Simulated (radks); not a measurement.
Results of a calculation; reference values are marked as such.
Problem. The mean radii <r> (bohr) of the occupied orbitals of an atom or ion are listed with their occupations. Level of theory: scalar-relativistic Kohn-Sham, PBEsol, spin-polarised, spherical densities, finite nucleus; Fermi nuclear charge, rms radius of each element as measured or else 0.836 A^(1/3) + 0.57 fm (a radial shooting solver on a logarithmic mesh with Libxc functionals).

orbital  occ.      <r>
1s up       1  0.05851
1s down     1  0.05851
2s up       1   0.2669
2s down     1   0.2668
2p up       3   0.2355
2p down     3   0.2353
3s up       1   0.7598
3s down     1   0.7610
3p up       3   0.7761
3p down     3   0.7777
3d up       1   0.7812

Name the element and its charge. Open shells, if any, are filled with parallel spins first.

Solution. Z = 26, iron, charge +7: Fe7+ in [Ar] 3d1. The 1s radius gives Z: for a bare nucleus <r> = (2 gamma + 1)/(2Z) with gamma = sqrt(1 - (Z/c)^2), 0.05699 bohr for Z = 26, and screening makes it slightly larger (0.05851 here). The occupations add up to 19, and the charge is Z minus that.
